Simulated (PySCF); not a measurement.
A calculated (UHF, PySCF 2.14, x2c-SVPall, the spin-free X2C one-electron Hamiltonian (Gaussian nucleus)) atom or ion has these occupied shells.

| shell | electrons | orbital energy (eV) | rms radius, mean of both spins (bohr) |
| --- | --- | --- | --- |
| 1s α | 1 | -563.58 | 0.230 |
| 1s β | 1 | -561.36 | 0.230 |
| 2s α | 1 | -37.744 | 1.27 |
| 2s β | 1 | -28.577 | 1.27 |
| 2p α | 3 | -18.240 | 1.38 |
| 2p β | 1 | -14.084 | 1.38 |

**Question.** Name the element and its charge.

**Answer.** O (oxygen, neutral), in [He] 2s2 2p4, high-spin 3P determinant.
